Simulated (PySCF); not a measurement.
A geometry optimisation, as run on `CC(C)=C=C(C)C(F)(F)F`.

Computed with PySCF, PBE0-D3(BJ)/def2-SVP geometry optimisation, gas phase.

Input of the driver that calls PySCF (job settings, then Cartesian coordinates in Å, the GFN2-xTB start):

```
{"job": {"xc": "PBE0", "basis": "def2-SVP", "d3": "d3bj", "grid": 2, "kind": "geom"}, "charge": 0, "multiplicity": 1}
C     -1.9755    -1.5126     0.1538
C     -1.3109    -0.1794    -0.0269
C     -2.2228     1.0020    -0.1953
C     -0.0197    -0.0428    -0.0451
C      1.2720     0.1242    -0.0541
C      2.1561     0.0776    -1.2676
C      2.0000     0.4163     1.2312
F      2.5688     1.6399     1.2224
F      3.0049    -0.4509     1.4624
F      1.2101     0.3769     2.3133
H     -2.5973    -1.7343    -0.7126
H     -2.6184    -1.4858     1.0321
H     -1.2417    -2.3038     0.2769
H     -1.6540     1.9135    -0.3556
H     -2.8846     0.8409    -1.0449
H     -2.8370     1.1209     0.6960
H      1.5630    -0.1297    -2.1527
H      2.9126    -0.6973    -1.1499
H      2.6646     1.0335    -1.3907
```

The driver printed:

```
step   0  E = -570.63754513  max force = 0.018605
step   1  E = -570.63943121  max force = 0.007332
step   2  E = -570.63953520  max force = 0.002588
step   3  E = -570.63957575  max force = 0.000534
step   4  E = -570.63958977  max force = 0.000776
step   5  E = -570.63960359  max force = 0.000961
step   6  E = -570.63961359  max force = 0.000793
step   7  E = -570.63961880  max force = 0.000557
step   8  E = -570.63962130  max force = 0.000609
step   9  E = -570.63961987  max force = 0.000653
step  10  E = -570.63962105  max force = 0.000552
step  11  E = -570.63962409  max force = 0.000351
optimisation converged
```

Energies are in Eh and forces in Eh/bohr. The run used 185 basis functions and 78 SCF iterations in all.

Hardware: an Arm Neoverse V1 with one thread, shared host with 32 logical CPUs at a one-minute load of 26. Cost: 3.7 min of wall time, 0.92 GiB resident at most.

Task: How much energy does the optimisation gain, and how much of it in the first step?

Result: 1.3 kcal/mol (57 meV) from step 0 to step 11; the first step changes the energy by -1.2 kcal/mol. The largest force component goes from 0.0186 to 0.00035 Eh/bohr.

Final geometry (Å):

```
atom  x, y, z in Å
C1    -1.9996   -1.4431    0.1434
C2    -1.3240   -0.1093   -0.0201
C3    -2.2151    1.0930   -0.1694
C4    -0.0166    0.0004   -0.0228
C5     1.2925    0.1017   -0.0419
C6     2.1440    0.0235   -1.2778
C7     2.0389    0.3187    1.2463
F8     2.7233    1.4727    1.2167
F9     2.9432   -0.6531    1.4436
F10    1.2440    0.3501    2.3117
H11   -2.6487   -1.6530   -0.7230
H12   -2.6457   -1.4352    1.0367
H13   -1.2752   -2.2614    0.2450
H14   -1.6393    2.0204   -0.2840
H15   -2.8718    0.9757   -1.0474
H16   -2.8697    1.1946    0.7121
H17    1.5224   -0.1371   -2.1670
H18    2.8672   -0.8028   -1.1957
H19    2.7188    0.9536   -1.4096
```

Point group not settled. Stationary, but not proved a minimum. After the best overlay, start and end differ by 0.05 Å (root mean square over atoms).

Bond lengths before and after (atoms numbered from 1 in input order):

```json
{"bond": "C1–C2", "start (Å)": "1.501", "end (Å)": "1.504", "change (Å)": "+0.003"}
{"bond": "C2–C3", "start (Å)": "1.502", "end (Å)": "1.504", "change (Å)": "+0.002"}
{"bond": "C2=C4", "start (Å)": "1.299", "end (Å)": "1.312", "change (Å)": "+0.013"}
{"bond": "C4=C5", "start (Å)": "1.302", "end (Å)": "1.313", "change (Å)": "+0.011"}
{"bond": "C5–C6", "start (Å)": "1.502", "end (Å)": "1.503", "change (Å)": "+0.001"}
{"bond": "C5–C7", "start (Å)": "1.506", "end (Å)": "1.504", "change (Å)": "-0.002"}
{"bond": "C7–F8", "start (Å)": "1.349", "end (Å)": "1.342", "change (Å)": "-0.007"}
{"bond": "C7–F9", "start (Å)": "1.347", "end (Å)": "1.342", "change (Å)": "-0.005"}
{"bond": "C7–F10", "start (Å)": "1.340", "end (Å)": "1.330", "change (Å)": "-0.010"}
{"bond": "C1–H11", "start (Å)": "1.089", "end (Å)": "1.103", "change (Å)": "+0.014"}
{"bond": "C1–H12", "start (Å)": "1.089", "end (Å)": "1.103", "change (Å)": "+0.014"}
{"bond": "C1–H13", "start (Å)": "1.086", "end (Å)": "1.098", "change (Å)": "+0.012"}
{"bond": "C3–H14", "start (Å)": "1.086", "end (Å)": "1.098", "change (Å)": "+0.012"}
{"bond": "C3–H15", "start (Å)": "1.089", "end (Å)": "1.103", "change (Å)": "+0.014"}
{"bond": "C3–H16", "start (Å)": "1.089", "end (Å)": "1.103", "change (Å)": "+0.014"}
{"bond": "C6–H17", "start (Å)": "1.085", "end (Å)": "1.097", "change (Å)": "+0.012"}
{"bond": "C6–H18", "start (Å)": "1.089", "end (Å)": "1.101", "change (Å)": "+0.012"}
{"bond": "C6–H19", "start (Å)": "1.090", "end (Å)": "1.101", "change (Å)": "+0.011"}
```
